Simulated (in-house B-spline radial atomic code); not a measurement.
Zr⁷⁺. Computed with a B-spline radial atomic code. Model: all-electron spherical atom, spin shells full or empty, radial basis limit, no spin-orbit coupling, Breit or QED, empty-state partial waves extrapolated as (l+1/2)^-4, RPA, G0W0 and static COHSEX of the highest shell as one setting changes (uncorrelated shells keep exact exchange).

Empty levels are discrete states of a finite basis, so the steps are uneven.

Given: element Zr; charge 7; filled core Ar; hamiltonian one-electron scalar X2C; mean-field start PBE; highest l of empty states 9; nuclear rms radius 4.2694 fm; lowest nl shells left uncorrelated 0; highest mean-field shell 4p up; box radius 8.41 bohr.

Shell: 3d 5 5, 4s 1 1, 4p 3 0 (electrons up and down).

| highest empty level kept (hartree) | RPA correlation energy (hartree) | G0W0 level (eV) | G0W0 minus most complete (meV) | COHSEX level (eV) | linearised minus solved G0W0 (meV) |
| --- | --- | --- | --- | --- | --- |
| 21.33 | -0.92831 | -135.1 | 317.4 | -137.16 | -11.9 |
| 42.67 | ? | ? | ? | ? | ? |
| 74.67 | -1.5537 | -135.28 | 135.6 | -137.67 | -12.5 |
| 128 | -1.8016 | -135.33 | 84.2 | -137.83 | -12.6 |
| 213.33 | -2.0085 | -135.36 | 50.8 | -137.93 | -12.8 |
| 384 | -2.1959 | -135.39 | 26.3 | -138 | -12.8 |
| 640 | -2.3096 | -135.4 | 13.4 | -138.04 | -12.9 |
| 1280 | -2.4077 | -135.41 | 6 | -138.06 | -12.9 |
| 2560 | -2.4689 | -135.41 | 2.3 | -138.07 | -12.9 |
| 5333.3 | ? | ? | ? | ? | ? |
| 12800 | -2.5177 | -135.41 | 0.1 | -138.08 | -12.9 |
| 42667 | -2.5233 | -135.41 | 0 | -138.08 | -12.9 |

Problem. What follows for highest empty level kept = 5333.3?

Solution. RPA correlation energy -2.4992 hartree; G0W0 level -135.41 eV; G0W0 minus most complete 0.7 meV; COHSEX level -138.08 eV; linearised minus solved G0W0 -12.9 meV.

Problem. What follows for highest empty level kept = 42.67?

Solution. RPA correlation energy -1.2753 hartree; G0W0 level -135.21 eV; G0W0 minus most complete 205.8 meV; COHSEX level -137.47 eV; linearised minus solved G0W0 -12.3 meV.
